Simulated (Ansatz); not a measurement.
`CC(C)(C)F` + `[SiH3][SiH2][TeH]` → `C[Te][SiH2][SiH3]` + `CC(C)F`  (substitution at a C–C bond)

Computed with Ansatz on PBE0-D4/def2-TZVP structures; ΔE is electronic, products minus reactants. CCSD(T)/CBS is the MP2 limit (def2-TZVPP, def2-QZVPP) plus CCSD(T) − MP2 in def2-TZVPP, frozen cores. DFT in def2-TZVPP. Elements past krypton have def2 core potentials. For Te outer-core shells are correlated without core-valence functions, which leaves a few kJ/mol of doubt a bond. One conformer a species, not always the lowest.

`CC(C)(C)F`:

Z-matrix (Å, degrees):
```
C
C 1 1.514
H 1 1.092 2 110.5
H 1 1.092 2 110.3 3 120.0
H 1 1.092 2 110.3 3 -120.0
C 2 1.514 1 112.1 3 -63.5
C 2 1.514 1 112.1 3 63.5
F 2 1.406 1 106.7 3 -180.0
H 6 1.092 2 110.3 1 -176.5
H 6 1.092 2 110.3 1 -56.5
H 6 1.092 2 110.5 1 63.5
H 7 1.092 2 110.5 1 -63.5
H 7 1.092 2 110.4 1 176.5
H 7 1.092 2 110.3 1 56.5
```

`[SiH3][SiH2][TeH]`:

Z-matrix (Å, degrees):
```
Si
Si 1 2.337
H 1 1.487 2 109.8
H 1 1.487 2 110.0 3 120.1
H 1 1.487 2 109.8 3 -119.8
Te 2 2.500 1 106.5 3 60.0
H 2 1.487 1 110.6 3 -59.9
H 2 1.487 1 110.7 3 -180.0
H 6 1.658 2 92.2 1 -179.9
```

`C[Te][SiH2][SiH3]`:

Cartesian coordinates in Å:
```
C -1.093 -0.010 2.007
Te -1.611 1.414 0.482
Si -0.579 0.107 -1.371
Si 1.724 -0.088 -1.023
H -1.573 -0.963 1.796
H -1.469 0.393 2.946
H -0.013 -0.122 2.059
H -0.859 0.878 -2.613
H -1.214 -1.235 -1.486
H 1.975 -0.641 0.336
H 2.348 1.258 -1.112
H 2.365 -0.991 -2.019
```

`CC(C)F`:

```xyz
11

C    -1.072    0.514   -0.494
C     0.037   -0.490   -0.303
C     1.000   -0.133    0.801
F     0.754   -0.580   -1.498
H    -1.708    0.229   -1.333
H    -1.692    0.569    0.405
H    -0.658    1.505   -0.690
H    -0.384   -1.487   -0.129
H     1.438    0.851    0.619
H     1.804   -0.868    0.860
H     0.482   -0.109    1.762
```

(1) Is it downhill or uphill in electronic energy at CCSD(T)/CBS, and by how much? (An estimate is asked.)

(2) What do these levels give: r2SCAN-D4, PBE0-D4, ωB97M-V, B2PLYP, PBE0, HF/def2-TZVPP, MP2/def2-TZVPP, CCSD/def2-TZVPP, CCSD(T)/def2-TZVPP, SCS-MP2/def2-QZVPP, HF/CBS(def2), MP2/CBS(def2)? (Best estimate.)

Largest T1 diagnostic among the species: 0.012.

Answers

(1) The calculation gave: Uphill: ΔE = +2.2 kcal/mol.

(2) Computed: r2SCAN-D4 3.1, PBE0-D4 2.4, ωB97M-V 3.5, B2PLYP 2.1, PBE0 2.5, HF/def2-TZVPP 3.6, MP2/def2-TZVPP 2.2, CCSD/def2-TZVPP 3.4, CCSD(T)/def2-TZVPP 3.1, SCS-MP2/def2-QZVPP 1.7, HF/CBS(def2) 3.4, MP2/CBS(def2) 1.3 kcal/mol.

From PBE to PBE0 (25 % exact exchange), in def2-TZVPP and without D4, ΔE moves by +1.0 kcal/mol.
